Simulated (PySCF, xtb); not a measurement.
Si(OMe)4 (C₄H₁₂O₄Si), SMILES CO[Si](OC)(OC)OC.

GFN2-xTB in xtb at its own geometry gives an orbital gap of 9.14 eV and a dipole moment of 0.03 D.

Geometry optimised at B3LYP-D3(BJ)/def2-SVP. The isomer is the one that the SMILES or the coordinates give; other isomers of the formula were not compared. The values are those of a single conformer.

What does CAM-B3LYP/def2-SVP (PySCF) give? (An estimate is asked for; the answer gives what the named calculation found.)

gap 11.91 eV (levels -9.32 and 2.59 eV), dipole 0.00 D.
